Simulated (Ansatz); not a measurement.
`[SiH3]N[SiH2][GaH2]` + H–F → `F[SiH2]N[SiH3]` + `[GaH3]` at 500 K and 1 bar (cleavage of the Si–Ga bond).

Isolated molecules relaxed with PBE0-D4/def2-TZVP in Ansatz; ΔE leaves out vibrations. CCSD(T)/CBS is the MP2 limit (def2-TZVPP, def2-QZVPP) plus CCSD(T) − MP2 in def2-TZVPP, frozen cores. This one scheme is used for every species. For Ga outer-core shells are correlated without core-valence functions, which leaves a few kJ/mol of doubt a bond. Scalar relativity is left out up to krypton. Each species was taken in one conformer, which may not be the lowest.

```
              species  CCSD(T)/CBS energy (Eh)  H − E (kJ/mol)  S (J/(mol·K))
`[SiH3]N[SiH2][GaH2]`              -2561.63827           245.5          465.4
                  H–F               -100.39570            39.4          188.7
     `F[SiH2]N[SiH3]`               -736.37696           207.5          402.5
             `[GaH3]`              -1925.70545            69.3          243.1
```

H − E and S are ideal-gas, rigid-rotor, harmonic terms from PBE0-D4/def2-TZVP, for one conformer and one mirror image of each species. 1 Eh = 2625.50 kJ/mol, R = 8.31446 J/(mol·K).

Question: By hand: ΔE, ΔH, ΔS and ΔG.

Answer: ΔE = (-736.37696) + (-1925.70545) − (-2561.63827) − (-100.39570) = -0.04844 Eh = -127.2 kJ/mol. Δ(H − E) = 207.5 + 69.3 − 245.5 − 39.4 = -8.1, so ΔH = -135.3 kJ/mol. ΔS = 402.5 + 243.1 − 465.4 − 188.7 = -8.5 J/(mol·K). ΔG = -135.3 − 500 × (-8.5)/1000 = -131.1 kJ/mol.

Question: By hand: the equilibrium constant, and the temperature at which ΔG would vanish if ΔH and ΔS stayed fixed.

Answer: log₁₀ K = −ΔG/(RT ln 10) = 13.7. ΔG = 0 at ΔH/ΔS = 15918 K, far beyond where these terms or the molecules hold.

The number of gas molecules stays the same, so ΔS is small and ΔH decides. A doubt of 5 kJ/mol in ΔE shifts log₁₀ K by 0.5 here. Other conformers and mirror images would add mixing entropy, several J/(mol·K) or more a flexible species. Modes under 60 cm⁻¹, often nearly free rotors, make the harmonic entropy too high. These are equilibria of isolated gas molecules and say nothing of rates. Largest T1 diagnostic: 0.013 (customary marks: 0.02 for closed shells, 0.045 for open ones).
